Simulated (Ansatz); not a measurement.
Start from `[SiH3][SiH2]S[SiH3]` and change one element to get `[SiH3]O[SiH2][SiH3]`.

Ansatz, PBE0-D4/def2-TZVP geometries, multiplicity 1. Each molecule was computed in one conformer, which needn't be the lowest.

| property | `[SiH3][SiH2]S[SiH3]` |
| --- | --- |
| zero-point energy (PBE0-D4/def2-TZVP) / kJ/mol | 181.6 |
| LUMO energy (B3LYP/def2-TZVPP) / eV | -0.68 |
| HOMO–LUMO gap (B3LYP/def2-TZVPP) / eV | 6.37 |
| HOMO–LUMO gap (PBE0/def2-TZVPP) / eV | 6.75 |
| HOMO energy (ωB97M-V/def2-TZVPP) / eV | -9.35 |
| HOMO energy (B3LYP/def2-TZVPP) / eV | -7.06 |

Task: What does the change do to each property? (Best estimate.)

Result: Computed: 
| property | `[SiH3]O[SiH2][SiH3]` | shift |
| --- | --- | --- |
| zero-point energy (PBE0-D4/def2-TZVP) / kJ/mol | 188.1 | 6.5 |
| LUMO energy (B3LYP/def2-TZVPP) / eV | -0.78 | -0.10 |
| HOMO–LUMO gap (B3LYP/def2-TZVPP) / eV | 7.02 | 0.65 |
| HOMO–LUMO gap (PBE0/def2-TZVPP) / eV | 7.38 | 0.63 |
| HOMO energy (ωB97M-V/def2-TZVPP) / eV | -10.07 | -0.72 |
| HOMO energy (B3LYP/def2-TZVPP) / eV | -7.80 | -0.74 |

With PBE0 the HOMO falls by 0.71 eV and the LUMO falls by 0.09 eV, so the gap widens by about 0.62 eV. PBE moves the HOMO by -0.65 eV and ωB97M-V by -0.72 eV.

Positive LUMOs are unbound, so they and the gaps depend on the basis.

B3LYP here is the variant with VWN-RPA as its local correlation; programs differ in this.
